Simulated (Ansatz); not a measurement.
`F[SiH](F)O[SiH2]S` + `[SiH3]S` → `[SiH3]S[SiH2]S` + `O[SiH](F)F`  (ligand exchange at the Si–O bond)

Calculated with Ansatz (gas phase, PBE0-D4/def2-TZVP geometries, no zero-point term in ΔE). CCSD(T)/CBS adds triple-zeta CCSD(T) − MP2 to the extrapolated MP2 energy (def2 sets, frozen cores). DFT in def2-TZVPP. B3LYP here is the variant with VWN-RPA as its local correlation; programs differ in this. Each species was taken in one conformer, which may not be the lowest.

Task: Is it downhill or uphill in electronic energy at CCSD(T)/CBS, and by how much? (An estimate is asked.)

Result: Ansatz gave: Uphill: ΔE = +44.2 kJ/mol.

Task: What do these levels give: PBE0-D4, B3LYP-D4, ωB97X-V, PBE, r2SCAN, MP2/def2-TZVPP, CCSD/def2-TZVPP, CCSD(T)/def2-TZVPP, HF/def2-QZVPP, MP2/def2-QZVPP, MP2/CBS(def2), CCSD/CBS(def2)? (Best estimate.)

Result: Ansatz gave: PBE0-D4 34.0, B3LYP-D4 48.5, ωB97X-V 46.4, PBE 33.4, r2SCAN 42.4, MP2/def2-TZVPP 41.5, CCSD/def2-TZVPP 53.7, CCSD(T)/def2-TZVPP 48.0, HF/def2-QZVPP 78.3, MP2/def2-QZVPP 40.3, MP2/CBS(def2) 37.7, CCSD/CBS(def2) 49.9 kJ/mol.

Largest T1 diagnostic among the species: 0.012.

In def2-TZVPP, CCSD(T) changes the Hartree–Fock value by −27.6 kJ/mol (the triples alone add −5.7 kJ/mol) and MP2 by −34.0 kJ/mol. From PBE to PBE0 (25 % exact exchange), in def2-TZVPP and without D4, ΔE moves by +4.7 kJ/mol.
